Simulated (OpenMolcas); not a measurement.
## Pb²⁺: effect of the IPEA shift

```yaml
Program: OpenMolcas
Basis: ANO-RCC-VTZP [8s7p5d3f2g]
Scalar_Hamiltonian: DKH2, point nucleus
Active_space: 2 electrons in 4 orbitals (6s 6p)
State_averaging: 2S+1 = 3 even, 3 roots; 2S+1 = 1 even, 7 roots; 2S+1 = 3 odd, 3 roots; 2S+1 = 1 odd, 3 roots
Spin-orbit_coupling: RASSI with atomic mean-field integrals over the reference wave functions, term energies averaged over their components
```

Methods on the same reference wave functions:
A. CASSCF
B. MS-CASPT2, IPEA 0 Eh, imaginary shift 0.1 Eh (closed shells correlated: 5d)
C. MS-CASPT2, IPEA 0.25 Eh, imaginary shift 0.1 Eh (closed shells correlated: 5d)

Energies in cm⁻¹ above 6s² ¹S₀, the measured ground level; measured values from Moore, Atomic Energy Levels, vol. III, NSRDS-NBS 35 (1971 reprint of NBS Circular 467, 1958).

```json
{"Level": "6s² ¹S₀", "A": "0.0", "B": "0.0", "C": "0.0", "Measured": "0.0"}
{"Level": "6s 6p ³P°₀", "A": "55353", "B": "62390", "C": "62610", "Measured": "60397"}
{"Level": "6s 6p ³P°₁", "A": "59429", "B": "66010", "C": "66260", "Measured": "64391"}
{"Level": "6s 6p ³P°₂", "A": "70612", "B": "77650", "C": "77870", "Measured": ""}
{"Level": "6s 6p ¹P°₁", "A": "96868", "B": "92550", "C": "93410", "Measured": "95340"}
{"Level": "6p² ³P₀", "A": "141582", "B": "146680", "C": "147320", "Measured": "142551"}
{"Level": "6p² ³P₁", "A": "150781", "B": "157010", "C": "157610", "Measured": "155432"}
{"Level": "6p² ¹S₀", "A": "186999", "B": "185430", "C": "186350", "Measured": "188615"}
```

Deviations, from unrounded energies. A percentage is the sum of absolute deviations over the sum of measured energies, with the sign that they share, or ± where signs differ.

```tsv
Against measurement	Levels	A	B	C
mean absolute deviation (cm-1)	6	3100	2500	2500
other configurations (%)	6	±2.7	±2.2	±2.2
```

B, C lie about equally close to measurement and A furthest from it. The largest miss of C in the table is 6p² ³P₀, by +4800 cm-1. The ranking rests on the paired levels alone, and a cruder setting can come out closer through cancelling errors.

Between B and C the level of the table that moves most is 6p² ¹S₀, by 910 cm-1 (lowest in B, highest in C). Moves below CASPT2's spread within the term are not significant.

The lowest spin-free term lies below A's lowest term by 0.406 hartree in B, 0.403 hartree in C.

Over all roots computed the reference weight is 0.84 to 0.93 in B, 0.87 to 0.93 in C; the roots of lowest weight are the least certain, and an intruder state may touch them. The ¹D term of p² mixes with s d, which this space lacks. Spin-orbit splittings of 6p shells tend to come out small when the coupling is added on scalar orbitals. Computed and measured levels are paired by configuration, term and J; levels that our copy of the source lacks, or whose pairing is in doubt (as where it misses far off the trend of its configuration), stay unpaired and out of the deviations. Only configurations of the active space appear. The table leaves out levels that lie high or whose names do not pair safely across all columns.

° marks odd parity.
